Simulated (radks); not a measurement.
Effect of the nuclear size on neutral promethium, [Xe] 4f5 6s2. Method: Dirac Kohn-Sham, PBE, spin-unpolarised, spherical densities, finite nucleus; open shells fill j = l - 1/2 first; Fermi nuclear charge, rms radius 4.962 fm; computed with a radial shooting solver on a logarithmic mesh with Libxc functionals. The rms radius is varied about that value; shifts are against it.

[
 {"rms radius (fm)": "4.2326", "total energy shift (eV)": "-3.99", "density at nucleus (e/bohr^3)": "5.111e+05", "1s1/2 shift (meV)": "-1650", "2s1/2 shift (meV)": "-207", "5s1/2 shift (meV)": "-1.49", "5p1/2 shift (meV)": "0.217", "6s1/2 shift (meV)": "-0.063", "4f5/2 shift (meV)": "0.333", "6p1/2 (empty) shift (meV)": "0.067"},
 {"rms radius (fm)": "4.6544", "total energy shift (eV)": "-1.74", "density at nucleus (e/bohr^3)": "5e+05", "1s1/2 shift (meV)": "-722", "2s1/2 shift (meV)": "-90.6", "5s1/2 shift (meV)": "-0.650", "5p1/2 shift (meV)": "0.095", "6s1/2 shift (meV)": "-0.027", "4f5/2 shift (meV)": "0.146", "6p1/2 (empty) shift (meV)": "0.029"},
 {"rms radius (fm)": "4.962", "total energy shift (eV)": "0", "density at nucleus (e/bohr^3)": "4.927e+05", "1s1/2 shift (meV)": "0.000", "2s1/2 shift (meV)": "0.000", "5s1/2 shift (meV)": "0.000", "5p1/2 shift (meV)": "0.000", "6s1/2 shift (meV)": "0.000", "4f5/2 shift (meV)": "0.000", "6p1/2 (empty) shift (meV)": "0.000"},
 {"rms radius (fm)": "5.4185", "total energy shift (eV)": "2.75", "density at nucleus (e/bohr^3)": "4.828e+05", "1s1/2 shift (meV)": "1140", "2s1/2 shift (meV)": "143", "5s1/2 shift (meV)": "1.02", "5p1/2 shift (meV)": "-0.149", "6s1/2 shift (meV)": "0.043", "4f5/2 shift (meV)": "-0.229", "6p1/2 (empty) shift (meV)": "-0.046"},
 {"rms radius (fm)": "6.0288", "total energy shift (eV)": "6.70", "density at nucleus (e/bohr^3)": "4.711e+05", "1s1/2 shift (meV)": "2770", "2s1/2 shift (meV)": "348", "5s1/2 shift (meV)": "2.50", "5p1/2 shift (meV)": "-0.364", "6s1/2 shift (meV)": "0.105", "4f5/2 shift (meV)": "-0.559", "6p1/2 (empty) shift (meV)": "-0.113"}
]

Slopes of the eigenvalues against <r^2> in GHz/fm^2, as finite differences over the two radii next to the reference (eigenvalue slopes, not the field-shift constants of lines): 1s1/2 58400, 2s1/2 7330, 5s1/2 52.6, 5p1/2 -7.66, 6s1/2 2.22, 4f5/2 -11.8, 6p1/2 (empty) -2.38.
